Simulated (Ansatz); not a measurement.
**Molecular dynamics of ClF3H3OTa**

Input file:

```yaml
crystal:
  periodic: [false, false, false]
  atoms:
    - { symbol: Ta, position_ang: [-0.05664, 0.15069, -0.193099] }
    - { symbol: O, position_ang: [2.023356, -0.292257, -0.306341] }
    - { symbol: H, position_ang: [2.500302, -0.36154, 0.545662] }
    - { symbol: F, position_ang: [0.39553, 0.72442, 1.564121] }
    - { symbol: Cl, position_ang: [-0.179807, -0.096868, -2.501986] }
    - { symbol: F, position_ang: [-1.640488, 1.153522, -0.083468] }
    - { symbol: F, position_ang: [-0.458356, -1.620369, 0.304358] }
    - { symbol: H, position_ang: [1.090938, 1.67663, -0.669053] }
    - { symbol: H, position_ang: [1.805862, 0.914569, -0.535895] }
basis:
  gaussian: { orbitals: def2-SVP }
hamiltonian:
  xc: pbe
  dispersion: d4
md:
  timestep: 0.5
  n_steps: 200
  ensemble: nve
  temperature: 100.0
  initial_velocities: maxwell_boltzmann
  seed: 10431
```

Run as:

```bash
$ ansatz run input.yaml --threads 4 --pin off --max-ram 5120MiB --backend cpu --events-out ev --progress --plain --runs-dir out
```

It starts at the highest image of a converged band, a first-order saddle point between two minima.

Output, in part (step lines, the closing report, with atoms numbered from 0):

```
md step     0: t =     0.00 fs  T =   100.0 K  F+E_penalty+E_count = -24302.09860401 eV  E_kin = 0.090482 eV  conserved = -24302.00812201 eV  (33 SCF iters)
md step     1: t =     0.50 fs  T =    98.2 K  F+E_penalty+E_count = -24302.09691192 eV  E_kin = 0.088822 eV  conserved = -24302.00808991 eV  (33 SCF iters)
md step     2: t =     1.00 fs  T =    93.2 K  F+E_penalty+E_count = -24302.09235673 eV  E_kin = 0.084364 eV  conserved = -24302.00799263 eV  (33 SCF iters)
md step     3: t =     1.50 fs  T =    86.8 K  F+E_penalty+E_count = -24302.08645376 eV  E_kin = 0.078579 eV  conserved = -24302.00787440 eV  (33 SCF iters)
md step     4: t =     2.00 fs  T =    80.9 K  F+E_penalty+E_count = -24302.08103092 eV  E_kin = 0.073237 eV  conserved = -24302.00779392 eV  (33 SCF iters)
md step     5: t =     2.50 fs  T =    76.9 K  F+E_penalty+E_count = -24302.07733292 eV  E_kin = 0.069543 eV  conserved = -24302.00778952 eV  (33 SCF iters)
md step     6: t =     3.00 fs  T =    74.7 K  F+E_penalty+E_count = -24302.07544432 eV  E_kin = 0.067591 eV  conserved = -24302.00785298 eV  (33 SCF iters)
md step     7: t =     3.50 fs  T =    73.5 K  F+E_penalty+E_count = -24302.07441099 eV  E_kin = 0.066474 eV  conserved = -24302.00793675 eV  (33 SCF iters)
[... lines left out ...]
Total energy: -24302.30251180 eV, -893.0931446165 hartree
Atom 0 at    -0.137216     0.244524    -0.197964 Å, force     1.818811    -1.244423     0.243997 eV/Å
Atom 1 at     2.344893    -0.798345    -0.212257 Å, force     0.201017     0.115073    -0.129089 eV/Å
Atom 2 at     2.173489    -1.753958    -0.026485 Å, force    -0.036682     0.569361    -0.024406 eV/Å
Atom 3 at     0.347257     0.653137     1.597239 Å, force    -0.050143     0.002379    -0.181123 eV/Å
Atom 4 at    -0.188219    -0.206474    -2.495706 Å, force    -0.089454     0.250655     0.131525 eV/Å
Atom 5 at    -1.763617     1.122611    -0.032084 Å, force    -0.405781     0.101642    -0.111446 eV/Å
Atom 6 at     0.178743    -1.617330     0.147748 Å, force    -1.319877     0.013734     0.159698 eV/Å
Atom 7 at     1.115508     1.414278    -0.580424 Å, force    -0.147194     0.126705    -0.094358 eV/Å
Atom 8 at     2.987484    -0.518875     0.465807 Å, force     0.029304     0.064875     0.005202 eV/Å
Dipole moment:     0.398433    -0.243004     0.249196 e Å
```

The steps, from the saved trajectory:

```tsv
time (fs)	T (K)	potential energy less start (eV)	conserved less start (meV/atom)
0	100	0.000	0.00
3	75	0.023	0.03
6	57	0.039	0.04
9	71	0.026	0.00
12	54	0.042	0.03
15	40	0.055	0.04
18	53	0.042	0.01
21	61	0.036	0.03
24	84	0.015	0.04
27	134	-0.031	0.00
30	198	-0.088	0.02
33	260	-0.145	0.02
36	318	-0.198	-0.01
39	331	-0.209	0.05
42	372	-0.246	0.00
45	407	-0.277	0.00
48	421	-0.290	0.04
51	431	-0.300	0.00
54	437	-0.305	0.01
57	440	-0.307	0.05
60	467	-0.332	-0.01
63	489	-0.352	0.01
66	516	-0.376	0.05
69	551	-0.408	-0.01
72	537	-0.396	0.01
75	502	-0.363	0.06
78	489	-0.352	-0.01
81	444	-0.311	0.01
84	390	-0.262	0.06
87	377	-0.251	-0.01
90	343	-0.220	0.01
93	303	-0.183	0.06
96	305	-0.185	0.00
99	307	-0.188	0.01
```

The run went to its last step. The conserved energy stayed within 0.064 meV per atom of its start (net change -0.031 meV per atom), so the integration is sound. The kinetic energy rose, since the run started high on the potential surface and went downhill. A run of 0.1 ps of so small a system gives no equilibrium averages. The orbitals stay closed-shell, which can raise the energy where a bond breaks towards radicals; this wasn't checked here.

Between its relaxed ends the band would form Ta1–H8, O2–H9 and break H8–H9. These pairs go: Ta1–H8 1.97 → 1.76 Å, O2–H9 1.25 → 0.98 Å, H8–H9 1.05 → 2.89 Å. In the last frame they stand as after the step (other bonds may differ from the relaxed reactants and products). Also parted: Ta1–H9 2.04 → 3.28 Å. It ends as one piece, ClF3H3OTa. Pairs count as bonded within 1.25 times the sum of covalent radii (0.12 Å more for H–H).

Last frame:

```xyz
9
Properties=species:S:1:pos:R:3
Ta -0.137 0.244 -0.198
O 2.345 -0.798 -0.212
H 2.174 -1.754 -0.026
F 0.347 0.653 1.597
Cl -0.188 -0.206 -2.496
F -1.764 1.123 -0.032
F 0.179 -1.617 0.148
H 1.115 1.414 -0.580
H 2.987 -0.519 0.466
```

Time of the run: 5.7 min on 4 threads of Arm Neoverse V1, on a shared host, peak memory 0.18 GiB.
